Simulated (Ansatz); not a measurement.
Steps of a relaxation of Cl$_{2}$H$_{2}$HfOSe (`[OH][Hf]([Cl])([Cl])[SeH]`) with RKS PBE0-D4/def2-TZVP.

```sh
$ ansatz run in.yaml --threads 2 --pin off --events-out ev --progress --plain --max-ram 22528MiB --backend cuda --devices 0, --max-vram 18GiB
```

```yaml
crystal:
  periodic: [false, false, false]
  atoms:
    - {symbol: O, position_ang: [0.680630, -1.065480, -0.795870]}
    - {symbol: Hf, position_ang: [-0.507900, -0.206510, 0.321000]}
    - {symbol: Cl, position_ang: [0.553030, -0.603610, 2.279200]}
    - {symbol: Cl, position_ang: [-2.661030, -0.647220, 0.779100]}
    - {symbol: Se, position_ang: [-0.366730, 2.063240, -0.666480]}
    - {symbol: H, position_ang: [1.490030, -1.458950, -0.450930]}
    - {symbol: H, position_ang: [0.811970, 1.918530, -1.466020]}
basis:
  gaussian: {orbitals: def2-TZVP}
hamiltonian: {xc: pbe0, dispersion: d4}
relax: {f_tol: 0.005, max_steps: 150}
```

Positions (Å) and forces (eV/Å) along the path, 17 of 17 steps:

```xyz
7
step=1 energy=-93771.8517 eV
O     0.681   -1.065   -0.796    1.556   -1.759   -1.388
Hf   -0.508   -0.207    0.321    0.110    1.127    0.459
Cl    0.553   -0.604    2.279    0.772    0.005    1.471
Cl   -2.661   -0.647    0.779   -2.248   -0.664    0.107
Se   -0.367    2.063   -0.666   -0.824    1.672    0.147
H     1.490   -1.459   -0.451   -0.055   -0.101   -0.413
H     0.812    1.919   -1.466    0.688   -0.280   -0.384
7
step=2 energy=-93772.3399 eV
O     0.652   -1.230   -0.820    0.194   -0.015    0.346
Hf   -0.456   -0.177    0.342   -0.350    0.356    0.154
Cl    0.619   -0.530    2.404   -0.098    0.256   -0.221
Cl   -2.751   -0.706    0.707    0.609    0.009   -0.275
Se   -0.399    2.255   -0.660    0.070   -0.541    0.314
H     1.530   -1.527   -0.532   -0.379   -0.050   -0.350
H     0.804    1.915   -1.440   -0.047   -0.015    0.032
7
step=3 energy=-93772.4583 eV
O     0.613   -1.225   -0.841    0.610   -0.256    0.470
Hf   -0.428   -0.146    0.356   -0.201   -0.107    0.098
Cl    0.662   -0.342    2.420   -0.052    0.084   -0.071
Cl   -2.687   -0.772    0.589    0.252   -0.004   -0.081
Se   -0.396    2.246   -0.568    0.021    0.074    0.022
H     1.448   -1.660   -0.583   -0.641    0.222   -0.423
H     0.787    1.899   -1.372    0.011   -0.013   -0.014
7
step=4 energy=-93772.4881 eV
O     0.584   -1.227   -0.838    0.680   -0.279    0.493
Hf   -0.420   -0.135    0.378   -0.033   -0.131   -0.085
Cl    0.657   -0.247    2.452   -0.033    0.005   -0.024
Cl   -2.648   -0.836    0.547    0.064    0.008   -0.002
Se   -0.374    2.259   -0.537    0.001    0.097   -0.020
H     1.405   -1.718   -0.646   -0.672    0.317   -0.356
H     0.796    1.904   -1.356   -0.007   -0.018   -0.007
7
step=5 energy=-93772.5412 eV
O     0.644   -1.213   -0.734    0.560   -0.387   -0.112
Hf   -0.410   -0.120    0.396    0.081    0.084    0.221
Cl    0.594   -0.187    2.510   -0.085    0.015   -0.039
Cl   -2.631   -0.831    0.528   -0.052   -0.051   -0.002
Se   -0.358    2.291   -0.502    0.028   -0.055   -0.040
H     1.409   -1.796   -0.830   -0.537    0.358   -0.010
H     0.751    1.857   -1.368    0.006    0.036   -0.019
7
step=6 energy=-93772.5569 eV
O     0.704   -1.184   -0.711   -0.738    0.879    0.579
Hf   -0.365   -0.107    0.445    0.132   -0.311   -0.443
Cl    0.525   -0.112    2.600    0.027    0.002    0.079
Cl   -2.571   -0.894    0.521    0.090    0.043    0.015
Se   -0.367    2.278   -0.529    0.021   -0.032    0.021
H     1.288   -1.874   -0.968    0.483   -0.581   -0.247
H     0.787    1.893   -1.358   -0.016    0.000   -0.004
7
step=7 energy=-93772.3711 eV rejected
O     0.767   -1.138   -0.657    1.463   -2.831   -1.440
Hf   -0.337   -0.097    0.480   -0.023   -0.183   -0.372
Cl    0.449   -0.048    2.677    0.080   -0.008    0.083
Cl   -2.524   -0.938    0.523    0.094    0.058   -0.008
Se   -0.364    2.272   -0.537    0.018   -0.011    0.034
H     1.208   -1.965   -1.121   -1.594    2.993    1.691
H     0.800    1.913   -1.365   -0.037   -0.017    0.012
7
step=8 energy=-93772.5724 eV
O     0.750   -1.172   -0.658   -0.074    0.066    0.057
Hf   -0.354   -0.111    0.449    0.051   -0.054   -0.016
Cl    0.478   -0.107    2.633    0.021    0.008    0.025
Cl   -2.555   -0.892    0.525   -0.014   -0.012   -0.028
Se   -0.340    2.278   -0.507    0.001    0.019   -0.009
H     1.263   -1.880   -1.037    0.015   -0.018   -0.022
H     0.758    1.885   -1.404    0.001   -0.009   -0.006
7
step=9 energy=-93772.5742 eV
O     0.750   -1.170   -0.636   -0.009    0.022    0.008
Hf   -0.348   -0.109    0.471    0.017   -0.022   -0.028
Cl    0.472   -0.101    2.661    0.007    0.000    0.021
Cl   -2.549   -0.896    0.498   -0.010   -0.003   -0.002
Se   -0.313    2.279   -0.491    0.008    0.004   -0.006
H     1.255   -1.853   -1.068   -0.005    0.002    0.004
H     0.732    1.850   -1.434   -0.008   -0.003    0.002
7
step=10 energy=-93772.5741 eV rejected
O     0.762   -1.162   -0.625    0.086   -0.123   -0.103
Hf   -0.345   -0.111    0.478   -0.006    0.036    0.028
Cl    0.463   -0.101    2.674    0.000    0.000    0.002
Cl   -2.548   -0.894    0.493   -0.007   -0.008   -0.006
Se   -0.301    2.277   -0.485    0.025   -0.010   -0.021
H     1.248   -1.842   -1.087   -0.071    0.098    0.076
H     0.720    1.833   -1.449   -0.027    0.008    0.022
7
step=11 energy=-93772.5744 eV
O     0.752   -1.165   -0.636   -0.006    0.013    0.006
Hf   -0.346   -0.109    0.474    0.010   -0.009   -0.018
Cl    0.470   -0.104    2.666    0.003    0.001    0.011
Cl   -2.548   -0.896    0.495   -0.004   -0.001   -0.002
Se   -0.306    2.280   -0.488    0.006    0.000   -0.002
H     1.253   -1.850   -1.069   -0.001   -0.002    0.002
H     0.725    1.844   -1.442   -0.007   -0.002    0.002
7
step=12 energy=-93772.5746 eV
O     0.760   -1.155   -0.631    0.019   -0.022   -0.021
Hf   -0.340   -0.104    0.480   -0.019    0.009    0.029
Cl    0.463   -0.110    2.679   -0.006    0.001   -0.014
Cl   -2.541   -0.895    0.480    0.008    0.003    0.001
Se   -0.286    2.288   -0.471    0.032   -0.018   -0.026
H     1.248   -1.846   -1.071   -0.004    0.008    0.007
H     0.696    1.821   -1.465   -0.029    0.018    0.024
7
step=13 energy=-93772.5746 eV
O     0.760   -1.155   -0.631    0.007   -0.017   -0.006
Hf   -0.340   -0.107    0.483    0.002    0.009    0.003
Cl    0.460   -0.112    2.682   -0.004    0.000   -0.008
Cl   -2.542   -0.895    0.480    0.003    0.001    0.001
Se   -0.280    2.286   -0.468    0.025   -0.004   -0.025
H     1.250   -1.846   -1.069   -0.001    0.004    0.004
H     0.692    1.829   -1.477   -0.032    0.007    0.032
7
step=14 energy=-93772.5748 eV
O     0.760   -1.157   -0.632    0.000    0.001    0.000
Hf   -0.338   -0.105    0.481    0.001    0.000   -0.001
Cl    0.459   -0.115    2.681   -0.001    0.000   -0.001
Cl   -2.541   -0.891    0.476    0.002    0.001    0.000
Se   -0.273    2.291   -0.460    0.002   -0.002    0.000
H     1.255   -1.848   -1.064    0.000    0.001    0.001
H     0.678    1.825   -1.482   -0.003    0.000    0.001
7
step=15 energy=-93772.5748 eV
O     0.762   -1.156   -0.632    0.000    0.000   -0.001
Hf   -0.335   -0.104    0.482   -0.001   -0.001    0.002
Cl    0.455   -0.118    2.683    0.000    0.000    0.000
Cl   -2.539   -0.888    0.473    0.001    0.000   -0.001
Se   -0.266    2.294   -0.454    0.004   -0.002   -0.003
H     1.257   -1.848   -1.062    0.000    0.000    0.000
H     0.666    1.821   -1.491   -0.003    0.002    0.003
7
step=16 energy=-93772.5748 eV
O     0.763   -1.156   -0.631   -0.002    0.002    0.002
Hf   -0.334   -0.104    0.483    0.001    0.001   -0.003
Cl    0.454   -0.121    2.686    0.000    0.000    0.001
Cl   -2.538   -0.886    0.469    0.000   -0.001    0.001
Se   -0.258    2.296   -0.448    0.006   -0.005   -0.006
H     1.259   -1.848   -1.060    0.000    0.000   -0.001
H     0.654    1.818   -1.499   -0.005    0.004    0.006
7
step=17 energy=-93772.5748 eV
O     0.763   -1.156   -0.631   -0.001    0.001    0.002
Hf   -0.333   -0.103    0.484    0.001   -0.003   -0.001
Cl    0.453   -0.122    2.687    0.001    0.000    0.001
Cl   -2.538   -0.886    0.469    0.000    0.000   -0.001
Se   -0.257    2.296   -0.447    0.003   -0.001   -0.003
H     1.259   -1.848   -1.059    0.000    0.000   -0.001
H     0.653    1.818   -1.501   -0.003    0.002    0.003
```

It took 27 s on 2 threads of an AMD EPYC 7R13 on a shared host and a share of an NVIDIA H100 80 GB, with 0.95 GiB of host memory at the peak.
